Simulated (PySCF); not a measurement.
The isolated species cyclo-(F2GeNH)2 (F4Ge2H2N2) is ionised with synchrotron light (hν = 3300.0 eV). Calculated photoelectron kinetic energies of its computed core levels, recoil neglected:

| line | kinetic energy (eV) |
| --- | --- |
| 1 | 2894.48 |
| 2 | 2607.68 |

Method used: delta-SCF UKS SCAN, pcX-2 on the ionised atom, pcseg-1 elsewhere, spin-free X2C (PySCF 2.14.0).

Question: Convert to binding energies and name the level and atom behind each line. Bonds: Ge1–F2, Ge1–F3, Ge1–N4, Ge1–N8, N4–Ge5, Ge5–F6, Ge5–F7, Ge5–N8. Hydrogens: H9 on N4; H10 on N8.

Answer: Against the vacuum level, binding energy = hν − kinetic energy.

```tsv
line	binding energy (eV)	level	atoms	environment
1	405.52	N 1s	N4/N8	nitrogen bonded to 2 Ge and H
2	692.32	F 1s	F2/F3/F6/F7	fluorine bonded to Ge
```

Question: Where does line 2 move with hν = 1253.6 eV?

Answer: To 1253.6 − 692.32 = 561.28 eV; every photoline shifts by the change in photon energy, -2046.4 eV.

Question: Which effective nuclear charge Zeff reproduces each element's mean 1s value in the hydrogen-like formula E = 13.606 eV × Zeff²?

Answer: N (Z = 7): mean 405.5 eV, Zeff = 5.46, Z − Zeff = 1.54; F (Z = 9): mean 692.3 eV, Zeff = 7.13, Z − Zeff = 1.87. Means run over the listed sites, weighted by atom count.

Other core shells, valence and Auger electrons aren't listed. Atoms equivalent by their bonding share one computed value, that of the first of them. No level of germanium is listed. Isolated species at its PBE0-D3(BJ)/def2-SVP geometry (one conformer only).
